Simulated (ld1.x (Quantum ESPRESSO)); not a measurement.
## Ranking ultrasoft potentials for boron

All share these settings but for the change named:

```json
{"Element": "B (Z = 5)", "Generator": "ld1.x (Quantum ESPRESSO) 7.5", "Type": "ultrasoft", "Functional": "PBE", "Relativity": "scalar-relativistic", "Frozen core": "[He]", "Valence charge": "3", "Reference configuration": "2s1.75 2p1.25", "Partial waves": "2s (bound): rcut 1.25, rcutus 1.65 bohr; 2s channel at 0.8 Ry: rcut 1.25, rcutus 1.65 bohr; 2p (bound): rcut 1.65, rcutus 2.05 bohr; 2p channel at 0.7 Ry: rcut 1.65, rcutus 2.05 bohr", "Local potential": "all-electron potential smoothed inside 2.00 bohr (lloc = -1)", "Core correction": "Bessel-smoothed model core, default radius (core density twice the valence density)", "Augmentation charge": "built from norm-conserving waves at rcut, not smoothed further"}
```

Test errors are all-electron minus pseudo excitation energies from the reference, over 2s2 2p1; 2s2 2p0; 2s1 2p0; 2s1 2p1; 2s2 2p0.5; 2s2 2p1.3; 2s1 2p2. None of these files shows a bound ghost.

The base gives 33.2 meV.

Of 8 variants that were run, those that failed, showed a ghost or another fault, or gave nearly equal values are left out.

A variant can come out equal or close to the base, since the largest error may sit in a test that the change hardly touches while other tests move.

Rank these variants by their largest absolute test error, smallest first.
A. wave 2s channel at 0.8 Ry: rcut 1.25, rcutus 1.65 bohr becomes 2s channel at 0.05 Ry: rcut 1.25, rcutus 1.65 bohr
B. core correction Bessel-smoothed model core inside 1.92 bohr
C. functional LDA (PZ)

C (29.1 meV), A (33.2 meV), B (104.3 meV).
